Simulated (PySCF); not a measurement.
## Static response to an electric field

Species: hexafluoro-1,3-butadiene, C4F6.
Structure used (GFN2-xTB), in Å, numbered top down from 1:
```xyz
10
C4F6 angstrom
F      2.252   -0.247   -1.210
C      1.855   -0.160    0.040
F      2.875   -0.216    0.871
C      0.580   -0.031    0.434
F      0.327    0.046    1.748
C     -0.578    0.033   -0.440
F     -0.326   -0.041   -1.755
C     -1.853    0.161   -0.044
F     -2.248    0.245    1.207
F     -2.875    0.215   -0.873
```

Level: CAM-B3LYP/def2-SVPD (PySCF), static field, nuclei fixed, core orbitals frozen in the response. The polarisability tensor in these axes (au):

```
x   89.70 -4.98 -3.33
y   -4.98 34.85  0.95
z   -3.33  0.95 50.45
```

**Question.** Diagonalise the tensor; give its mean and Δα, where Δα² is half the sum of the squared differences of the eigenvalues.

**Answer.** Principal values 34.38, 50.19 and 90.44 au; mean 58.34 au = 8.64 Å³ = 9.62 × 10⁻⁴⁰ C²·m²/J; Δα = 50.06 au (86 % of the mean).

**Question.** What is the dipole moment?

**Answer.** 0.00 D; point group C2h allows none.

**Question.** Directions of the eigenvectors, and the extent of the frame along each?

**Answer.** Largest value along (0.99, -0.09, -0.08), where the nuclei span 5.60 Å; middle along (0.09, 0.03, 1.00), 3.55 Å; least along (0.09, 1.00, -0.04), 0.00 Å. The response follows the extents in order.

**Question.** What would n − 1 = 2πNα be for an ideal gas of these molecules at 400 K and 1 atm, electronic part alone?

**Answer.** N = p/kT = 1.8347 × 10¹⁹ cm⁻³, so n − 1 = 2π × N × 8.64 × 10⁻²⁴ cm³ = 997 × 10⁻⁶ at long wavelengths.

**Question.** Find the Langevin capture rate constant for NO+ (29.998 u) meeting this molecule (161.990 u), k = 2.342 × 10⁻⁹ cm³/s × √(α in Å³ / reduced mass in u).

**Answer.** The reduced mass is 25.31 u, so k = 1.37 × 10⁻⁹ cm³/s.

**Question.** Traceless (Buckingham) quadrupole moment about the centre of nuclear charge: eigenvalues?

**Answer.** -4.58, -1.20, 5.78 D·Å. With no charge and no dipole, the values don't depend on the origin. The electronic extent ⟨r²⟩ about the same centre is 1502 bohr², a root-mean-square distance of 2.32 Å for the 78 electrons.

One conformer (not necessarily the lowest) at the GFN2-xTB geometry, without solvent, vibrations or thermal averaging.
